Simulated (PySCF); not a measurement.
Job file and geometry (Å, from GFN2-xTB) of an NMR shielding run on `InChI=1S/C5H9OPSi/c1-2-5-3-4-6-8(5)7/h1,5,8H,3-4,7H2/t5-,8+/m1/s1`, GIAO PBE0/pcSseg-1 NMR shielding, non-relativistic, gas phase in PySCF 2.14.0, density-fitted response routines; density fitting, a coarse starting grid and PySCF grid level 2 are the driver's defaults:

```
$ OMP_NUM_THREADS=1 python probes_run.py task.json out

{"job": {"kind": "nmr", "xc": "PBE0", "basis": "pcSseg-1"}, "charge": 0, "multiplicity": 1}
C     -2.066595     0.287588     2.201234
C     -1.505187     0.390095     1.148287
C     -0.813017     0.466134    -0.112730
C     -0.932519    -0.850343    -0.890618
C      0.169862    -1.766104    -0.371981
O      1.359450    -1.018050    -0.267140
Si     1.095195     0.538696     0.151554
P      2.132569     1.847650    -1.332016
H     -2.575685     0.214925     3.115181
H     -1.225556     1.295701    -0.691287
H     -0.754690    -0.657155    -1.950237
H     -1.913153    -1.312380    -0.771674
H      0.361369    -2.607418    -1.041698
H     -0.093325    -2.149630     0.619244
H      1.406150     0.721675     1.574739
H      1.957880     2.995426    -0.580659
H      3.390254     1.615216    -0.810108
```

Q: What does the program print?

A: 
```
coarse grid: 15344 points
cycle   1  E = -901.1904128483  dE =  1.160e+00  |g| = 7.196e-01  |ddm| = 3.930e+00
cycle   2  E = -901.0721854559  dE =  1.182e-01  |g| = 1.079e+00  |ddm| = 2.062e+00
cycle   3  E = -901.2909746830  dE = -2.188e-01  |g| = 1.307e-01  |ddm| = 1.440e+00
cycle   4  E = -901.2943163825  dE = -3.342e-03  |g| = 4.146e-02  |ddm| = 1.659e-01
cycle   5  E = -901.2946233811  dE = -3.070e-04  |g| = 2.377e-02  |ddm| = 5.459e-02
cycle   6  E = -901.2947499391  dE = -1.266e-04  |g| = 6.828e-03  |ddm| = 2.163e-02
cycle   7  E = -901.2947615034  dE = -1.156e-05  |g| = 1.216e-03  |ddm| = 6.390e-03
cycle   8  E = -901.2947618688  dE = -3.654e-07  |g| = 1.956e-04  |ddm| = 1.407e-03
final grid: 139448 points
cycle   9  E = -901.3550794358  dE = -3.405e-05  |g| = 9.900e-03  |ddm| = 4.655e-02
cycle  10  E = -901.3550576529  dE =  2.178e-05  |g| = 1.465e-02  |ddm| = 1.969e-02
cycle  11  E = -901.3550985607  dE = -4.091e-05  |g| = 1.788e-03  |ddm| = 1.249e-02
cycle  12  E = -901.3550992592  dE = -6.986e-07  |g| = 4.905e-04  |ddm| = 1.758e-03
cycle  13  E = -901.3550993079  dE = -4.864e-08  |g| = 2.112e-04  |ddm| = 5.040e-04
cycle  14  E = -901.3550993183  dE = -1.047e-08  |g| = 3.626e-05  |ddm| = 2.385e-04
cycle  15  E = -901.3550993186  dE = -2.815e-10  |g| = 9.528e-06  |ddm| = 4.879e-05
converged SCF energy = -901.3550993186

GIAO shielding tensors (ppm)
atom      isotropic    diamagn.    paramagn.     s11        s22        s33       span
  0 C      111.307     258.612    -147.306     35.655     50.315    247.950    212.295
  1 C       95.900     261.162    -165.263    -14.188      5.729    296.159    310.347
  2 C      167.590     250.468     -82.878    158.368    168.033    176.368     18.000
  3 C      149.158     250.296    -101.138    130.966    156.281    160.226     29.260
  4 C      116.186     244.232    -128.046     73.142    109.147    166.271     93.129
  5 O      290.089     396.545    -106.455    243.798    280.819    345.650    101.852
  6 Si     316.501     879.569    -563.068    274.651    313.369    361.484     86.832
  7 P      613.672     967.354    -353.682    559.769    618.461    662.787    103.019
  8 H       30.184      34.681      -4.497     24.876     24.921     40.754     15.878
  9 H       29.590      29.920      -0.330     24.570     28.382     35.820     11.250
 10 H       29.684      31.102      -1.417     25.772     26.666     36.615     10.842
 11 H       29.749      30.092      -0.344     25.269     27.711     36.266     10.997
 12 H       27.351      28.263      -0.912     22.113     26.108     33.833     11.720
 13 H       27.530      29.643      -2.113     23.145     25.987     33.457     10.312
 14 H       25.989      29.418      -3.429     22.567     24.563     30.838      8.271
 15 H       30.808      29.693       1.115     25.553     27.844     39.028     13.475
 16 H       30.352      29.168       1.184     25.001     27.358     38.696     13.695
```

Q: Turn these shieldings into chemical shifts. References, each an isolated molecule treated in the same way: 13C (186.93 ppm) and 29Si (349.16 ppm) and 1H (31.72 ppm) vs TMS; 17O (336.08 ppm) against H2O; H3PO4 for 31P (318.38 ppm).

A: Averaging equivalent atoms: C 1: 91.0; C 0: 75.6; C 4: 70.7; C 3: 37.8; C 2: 19.3; O 5: 46.0; Si 6: 32.7; P 7: -295.3; H 14: 5.73; H 12: 4.37; H 13: 4.19; H 9: 2.13; H 10: 2.03; H 11: 1.97; H 8: 1.53; H 15/16: 1.14 ppm. Experimental scales use liquid or dissolved standards, which lie at an offset from isolated H2O (liquid H2O: subtract about 36 ppm) and H3PO4.

Size and cost of the density-fitted run: 195 basis functions, 80 s wall time on 1 thread of an Arm Neoverse N1, shared host; peak memory 0.87 GiB.
